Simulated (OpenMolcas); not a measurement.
Yb4+: effect of the basis set

```
Program             : OpenMolcas 26.06
Method              : SS-CASPT2, IPEA 0.25 Eh, imaginary shift 0.1 Eh (closed shells correlated: 5s 5p)
Active space        : 12 electrons in 7 orbitals (4f)
State averaging     : 2S+1 = 3 even, 21 roots; 2S+1 = 1 even, 28 roots (27 in the spin-orbit step)
Spin-orbit coupling : RASSI with atomic mean-field integrals over the reference wave functions, term energies averaged over their components
```

A. ANO-R1 [7s5p3d2f], X2C, finite nucleus; CASPT2 step roughly 16 core-seconds
B. ANO-RCC-VDZP [7s6p4d2f1g], DKH2, point nucleus; CASPT2 step about 14 core-seconds
C. ANO-R2 [8s6p4d3f1g], X2C, finite nucleus; CASPT2 step about 21 core-seconds
D. ANO-RCC-VTZP [8s7p5d3f2g1h], DKH2, point nucleus; CASPT2 step about 40 core-seconds
E. ANO-RCC-VQZP [9s8p6d4f3g2h], DKH2, point nucleus; CASPT2 step roughly 60 core-seconds
F. ANO-R3 [9s8p5d5f3g2h], X2C, finite nucleus; CASPT2 step of the order of 2.2 core-minutes

Energies in eV above 4f12 3H6, the measured ground level; measured values from the list in Tchang-Brillet, Wyart, Meftah and Ait Mammar, Atoms 6, 52 (2018).

```tsv
Level	A	B	C	D	E	F	Measured
4f12 3H6	0.0000	0.0000	0.0000	0.0000	0.0000	0.0000	0.0000
4f12 3F4 [60 %]	0.848	0.809	0.800	0.802	0.792	0.754	0.7578
4f12 3H5	1.249	1.252	1.200	1.196	1.207	1.206	1.1878
4f12 3H4 [56 %]	1.908	1.893	1.827	1.823	1.831	1.812	1.7860
4f12 3F3	2.211	2.173	2.096	2.095	2.101	2.023	2.0299
4f12 3F2	2.337	2.284	2.217	2.215	2.213	2.112	2.0925
4f12 1G4 [54 %]	3.189	3.164	3.068	3.061	3.069	3.072	
4f12 1I6	5.454	5.390	5.320	5.286	5.281	5.122	4.8401
4f12 3P1	5.882	5.760	5.630	5.615	5.602	5.324	
4f12 3P0	6.083	5.961	5.823	5.807	5.796	5.518	
4f12 3P2 [61 %]	6.086	5.974	5.825	5.809	5.802	5.561	5.3461
```

Deviations, from unrounded energies. A percentage is the sum of absolute deviations over the sum of measured energies, with the sign that they share, or ± where signs differ.

```tsv
Against measurement	Levels	A	B	C	D	E	F
mean absolute deviation (cm-1)	7	2400	2000	1400	1400	1400	660
fine structure of the ground term (%)	2	+6.1	+5.8	+1.8	+1.5	+2.2	+1.5
other terms of the ground configuration (%)	5	+12.4	+10.4	+7.9	+7.6	+7.5	±3.5
```

F lies closest to measurement on these levels and A furthest from it. The largest miss of F in the table is 4f12 1I6, by +2300 cm-1. The ranking rests on the paired levels alone, and a cruder setting can come out closer through cancelling errors.

Among A to F the level of the table that moves most is 4f12 3P0, by 4600 cm-1 (lowest in F, highest in A). Moves below CASPT2's spread within the term are not significant.

Term energies are means over components that CASPT2 splits; among the terms shown or strongly mixed into the levels shown the widest spread is 1100 cm-1 (4f12 1I, D). Some high roots are left out of the spin-orbit mixing, which shifts the levels that they would mix with. The basis is small and was not contracted for so high a charge (holds for A; B). The CASPT2 spread within a term exceeds the gap to the next term for 4f12 1I and 4f12 3P, so the order of their levels is uncertain (holds for F). Measured partners are found by configuration, term and J. A level has none where our copy of the source lacks it or the pairing is in doubt (some pairs that miss far off the trend of their configuration count as doubtful), and it then counts in no deviation. Levels of configurations outside the active space are missing. Levels that lie high or do not pair safely by name in every column are left out.

A share in square brackets marks a mixed level and gives the weight of the term that names it, the lowest over the columns.
